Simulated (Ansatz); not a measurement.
A nudged elastic band was laid between two geometries of ClGaH$_{5}$NO$_{2}$ (10 atoms, charge 0, multiplicity 1).

Theory: RKS B3LYP/def2-SVP (Ansatz).

```yaml
movable_images: 5
climbing_image: yes
spring: 5.0 eV/Å²
optimiser: quadratic models (default)
start_path: through a guess of the saddle point
force_threshold: 0.03 eV/Å
iteration_limit: 60
end_points: relaxed
```

Image 0:

```xyz
10
Properties=species:S:1:pos:R:3
Ga -0.098 0.386 0.081
N 0.012 0.142 2.146
H -0.714 -0.505 2.462
H 0.931 -0.255 2.357
O 1.574 -0.258 -0.164
H 1.844 -0.344 -1.086
O -1.522 -0.663 -0.303
H -2.208 -0.207 -0.806
Cl -0.426 2.552 -0.146
H -0.092 1.028 2.645
```

Image 6:

```xyz
10
Properties=species:S:1:pos:R:3
Ga -0.129 0.382 0.084
N -0.007 0.140 2.147
H -0.831 -0.393 2.438
H 0.836 -0.386 2.390
O 1.393 -0.447 -0.437
H 1.948 0.096 -1.010
O -1.702 -0.506 -0.005
H -2.057 -0.615 -0.895
Cl -0.153 2.570 -0.165
H 0.005 1.035 2.641
```

(1) What changes between the two ends?

(2) Give the energies along the band, and the barrier.

(3) What is the geometry of the highest image?

(4) What are the harmonic wavenumbers there?

The band took 16 iterations and of the order of 10 core-minutes.

## Answers

(1) No bond is made or broken.  The two ends are copies of one structure, up to a mirror image or an exchange of like atoms.

(2) The run converged. The highest image is number 2 of 0 to 6, 18.6 kJ/mol above the ends, which have the same energy within 2 meV. A vibrational analysis at the climbing image gives one clearly imaginary mode, 316i cm⁻¹: a first-order saddle point.

```tsv
image	path coordinate (Å)	energy (kJ/mol)
0	0.00	0.0
1	0.64	7.4
2	1.28	18.6
3	1.77	11.8
4	2.27	4.8
5	2.76	1.7
6	3.25	0.0
```

(3) 
```xyz
10
Properties=species:S:1:pos:R:3
Ga -0.113 0.500 0.006
N -0.090 0.114 2.073
H -0.811 -0.487 2.475
H 0.824 -0.331 2.205
O 1.526 -0.261 -0.148
H 1.880 -0.297 -1.044
O -1.524 -0.291 -0.797
H -2.122 -0.779 -0.220
Cl -0.176 2.697 0.068
H -0.093 1.009 2.570
```

(4) 316i, 108, 138, 149, 161, 181, 198, 229, 370, 385, 610, 641, 653, 687, 753, 805, 1184, 1603, 1624, 3445, 3564, 3587, 3868, 3874 cm⁻¹.

Run time: 2.8 min on 4 threads of Arm Neoverse V2 (shared host), peak memory 0.31 GiB.
